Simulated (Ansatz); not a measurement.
Steps of a relaxation of CH5B2NO with RKS PBE0-D4/def2-TZVP.

```sh
$ ansatz run in.yaml --threads 2 --pin off --events-out ev --progress --plain --max-ram 4352MiB
```

```yaml
crystal:
  periodic: [false, false, false]
  atoms:
    - {symbol: B, position_ang: [-0.705075, 0.427983, 0.879230]}
    - {symbol: C, position_ang: [-0.170383, -0.367227, -0.327342]}
    - {symbol: N, position_ang: [0.373744, -1.582223, -0.497024]}
    - {symbol: B, position_ang: [0.350068, 1.366839, -0.120117]}
    - {symbol: O, position_ang: [0.184124, 0.579449, -1.283639]}
    - {symbol: H, position_ang: [-1.576379, 1.208558, 0.470448]}
    - {symbol: H, position_ang: [-0.707378, 0.057105, 2.035597]}
    - {symbol: H, position_ang: [0.192779, -2.308802, 0.193744]}
    - {symbol: H, position_ang: [1.053562, -1.761663, -1.238886]}
    - {symbol: H, position_ang: [1.088139, 2.328780, -0.109111]}
basis:
  gaussian: {orbitals: def2-TZVP}
hamiltonian: {xc: pbe0, dispersion: d4}
relax: {f_tol: 0.005, max_steps: 150}
```

Positions (Å) and forces (eV/Å) along the path, 11 of 11 steps:

```xyz
10
step=1 energy=-6002.8943 eV
B    -0.705    0.428    0.879   -0.049    0.004   -0.135
C    -0.170   -0.367   -0.327    0.317   -0.023   -0.196
N     0.374   -1.582   -0.497    0.043    0.097    0.017
B     0.350    1.367   -0.120    0.261    0.087   -0.205
O     0.184    0.579   -1.284   -0.186   -0.323    0.879
H    -1.576    1.209    0.470    0.271   -0.258    0.093
H    -0.707    0.057    2.036    0.015    0.123   -0.475
H     0.193   -2.309    0.194    0.111    0.508   -0.451
H     1.054   -1.762   -1.239   -0.462    0.153    0.489
H     1.088    2.329   -0.109   -0.320   -0.368   -0.016
10
step=2 energy=-6002.9359 eV
B    -0.700    0.427    0.875   -0.028    0.001   -0.060
C    -0.170   -0.367   -0.320    0.161    0.116   -0.142
N     0.370   -1.572   -0.493   -0.017    0.056    0.016
B     0.360    1.360   -0.115   -0.010    0.003   -0.128
O     0.178    0.574   -1.270   -0.031   -0.168    0.386
H    -1.564    1.193    0.462    0.101   -0.089    0.055
H    -0.705    0.055    2.015    0.002    0.036   -0.126
H     0.195   -2.290    0.191    0.024    0.118   -0.109
H     1.040   -1.746   -1.229   -0.124    0.046    0.109
H     1.080    2.316   -0.113   -0.078   -0.119   -0.002
10
step=3 energy=-6002.9410 eV
B    -0.698    0.426    0.872    0.015    0.014   -0.036
C    -0.164   -0.364   -0.318    0.061    0.033   -0.046
N     0.369   -1.567   -0.490   -0.018   -0.028    0.032
B     0.355    1.363   -0.116    0.023   -0.034    0.032
O     0.190    0.567   -1.261   -0.063    0.005    0.038
H    -1.559    1.184    0.464   -0.029    0.004   -0.015
H    -0.702    0.054    2.006   -0.002   -0.001    0.017
H     0.191   -2.283    0.189   -0.008   -0.026    0.011
H     1.029   -1.744   -1.228    0.014    0.004   -0.025
H     1.072    2.312   -0.114    0.008    0.028   -0.008
10
step=4 energy=-6002.9415 eV
B    -0.697    0.427    0.873    0.012    0.004    0.009
C    -0.161   -0.364   -0.316   -0.008   -0.004   -0.035
N     0.370   -1.568   -0.490   -0.004   -0.010    0.020
B     0.359    1.362   -0.113   -0.024    0.024    0.014
O     0.186    0.568   -1.259    0.018   -0.006   -0.003
H    -1.562    1.181    0.460   -0.006   -0.004   -0.001
H    -0.704    0.057    2.007    0.000   -0.001    0.012
H     0.191   -2.285    0.188   -0.003   -0.007    0.002
H     1.028   -1.744   -1.231    0.003    0.002   -0.013
H     1.074    2.314   -0.115    0.011    0.002   -0.005
10
step=5 energy=-6002.9416 eV
B    -0.697    0.428    0.873    0.003    0.012    0.006
C    -0.160   -0.363   -0.316    0.011   -0.023   -0.028
N     0.371   -1.568   -0.489   -0.004    0.000    0.012
B     0.358    1.363   -0.113   -0.008    0.024    0.019
O     0.188    0.569   -1.259    0.003   -0.009    0.001
H    -1.563    1.179    0.460   -0.004   -0.005    0.001
H    -0.703    0.058    2.007    0.000    0.000    0.001
H     0.189   -2.286    0.187   -0.002    0.000   -0.003
H     1.027   -1.746   -1.232   -0.003    0.002   -0.004
H     1.073    2.316   -0.115    0.004   -0.002   -0.006
10
step=6 energy=-6002.9418 eV
B    -0.695    0.429    0.873   -0.008    0.020   -0.001
C    -0.157   -0.363   -0.316    0.019   -0.047   -0.008
N     0.371   -1.568   -0.488   -0.002    0.018   -0.006
B     0.358    1.367   -0.112    0.011    0.024    0.026
O     0.193    0.569   -1.257   -0.009   -0.011   -0.003
H    -1.568    1.172    0.459    0.000   -0.004    0.004
H    -0.701    0.060    2.009    0.000   -0.001   -0.007
H     0.184   -2.288    0.185   -0.001    0.006   -0.004
H     1.024   -1.748   -1.234   -0.007   -0.001    0.005
H     1.073    2.320   -0.116   -0.003   -0.004   -0.006
10
step=7 energy=-6002.9418 eV
B    -0.694    0.430    0.873    0.004    0.011    0.035
C    -0.156   -0.363   -0.316    0.032   -0.038   -0.034
N     0.372   -1.568   -0.488   -0.024    0.015    0.020
B     0.358    1.369   -0.111   -0.001    0.001    0.010
O     0.195    0.569   -1.256   -0.001    0.002   -0.007
H    -1.570    1.170    0.461   -0.015    0.003   -0.009
H    -0.700    0.058    2.007    0.001    0.004   -0.008
H     0.181   -2.287    0.184   -0.002   -0.009    0.009
H     1.024   -1.752   -1.233    0.005    0.012   -0.017
H     1.073    2.323   -0.119    0.000   -0.001    0.000
10
step=8 energy=-6002.9420 eV
B    -0.692    0.432    0.874    0.001    0.010    0.000
C    -0.152   -0.363   -0.315    0.013   -0.031    0.002
N     0.373   -1.569   -0.487   -0.012    0.016    0.000
B     0.359    1.373   -0.109    0.006    0.003    0.011
O     0.201    0.569   -1.253   -0.004   -0.003   -0.004
H    -1.576    1.161    0.459   -0.004   -0.001   -0.002
H    -0.699    0.062    2.009    0.001    0.000   -0.006
H     0.177   -2.290    0.182    0.000    0.000    0.004
H     1.019   -1.755   -1.236    0.001    0.007   -0.004
H     1.073    2.327   -0.120   -0.002   -0.001   -0.001
10
step=9 energy=-6002.9420 eV
B    -0.691    0.434    0.874   -0.009    0.012   -0.003
C    -0.150   -0.363   -0.314    0.010   -0.014    0.001
N     0.373   -1.569   -0.487   -0.004    0.003   -0.006
B     0.360    1.375   -0.108    0.002    0.001    0.003
O     0.204    0.569   -1.251   -0.001   -0.005    0.001
H    -1.581    1.155    0.457    0.003   -0.002    0.004
H    -0.697    0.063    2.009    0.000   -0.001   -0.001
H     0.175   -2.291    0.182    0.001    0.003    0.000
H     1.016   -1.756   -1.238   -0.001    0.004    0.002
H     1.074    2.329   -0.121   -0.001   -0.001   -0.001
10
step=10 energy=-6002.9420 eV
B    -0.691    0.435    0.874    0.008   -0.007   -0.020
C    -0.149   -0.363   -0.314   -0.012    0.012    0.015
N     0.373   -1.569   -0.487   -0.001   -0.007    0.001
B     0.360    1.376   -0.107    0.001    0.000    0.000
O     0.205    0.569   -1.250    0.000    0.002    0.004
H    -1.583    1.154    0.457    0.000   -0.002    0.000
H    -0.697    0.064    2.009    0.001   -0.001    0.002
H     0.175   -2.291    0.182    0.001    0.000   -0.001
H     1.016   -1.756   -1.239    0.001    0.003    0.000
H     1.075    2.329   -0.121    0.000    0.001   -0.001
10
step=11 energy=-6002.9420 eV
B    -0.691    0.435    0.874   -0.001    0.000   -0.001
C    -0.150   -0.363   -0.314   -0.002    0.002    0.002
N     0.372   -1.569   -0.487    0.000   -0.004   -0.001
B     0.360    1.376   -0.107    0.000    0.001   -0.001
O     0.204    0.569   -1.250    0.001    0.001   -0.001
H    -1.583    1.154    0.457    0.000    0.000    0.001
H    -0.697    0.064    2.009    0.000    0.000    0.001
H     0.176   -2.291    0.182    0.001    0.000   -0.001
H     1.016   -1.755   -1.238    0.000    0.001    0.001
H     1.075    2.329   -0.121    0.000    0.000    0.000
```

Hardware: 2 threads of an Intel Xeon 6975P-C on a shared host. Wall time 46 s, peak host memory 0.43 GiB.
